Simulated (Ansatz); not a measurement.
A made-up structure of SiH₂SeS, singlet:

S1  (1.575, 0.466, -0.333)
Si2  (-0.384, -0.543, 0.038)
Se3  (-2.074, 0.272, 0.527)
H4  (-0.117, -1.987, -0.169)
H5  (1.043, 1.693, -0.083)
(Å)

It is relaxed with PBE-D4/def2-SVP and then PBE0-D4/def2-TZVP (Ansatz 0.2.0). Atoms count as bonded within 1.22 times the sum of their covalent radii (H–H: 0.88 Å). The end point is not checked to be a true minimum.

Task: Does its bonding change? (Judge from chemistry; the calculation decides.)

Result: The calculation gives: No: no bond forms or breaks.

Where it ends: The first stage lowers the energy by 0.45 eV in 5 steps. It ends as SiH₂SeS ([SH][SiH][Se]):
S1  (1.516, 0.419, -0.323)
Si2  (-0.321, -0.531, 0.025)
Se3  (-2.130, 0.338, 0.546)
H4  (-0.040, -1.970, -0.186)
H5  (1.018, 1.645, -0.082)
(Å)

Labels in which every atom is bracketed show which atoms are joined, not bond orders.

For scale, one of the runs: PBE0-D4/def2-TZVP relaxation, 134 basis functions, launched by `ansatz run in.yaml --threads 2 --pin off --events-out ev --progress --plain --max-ram 4352MiB`. The run took about 11 s on 2 CPU threads of an Intel Xeon (shared host).
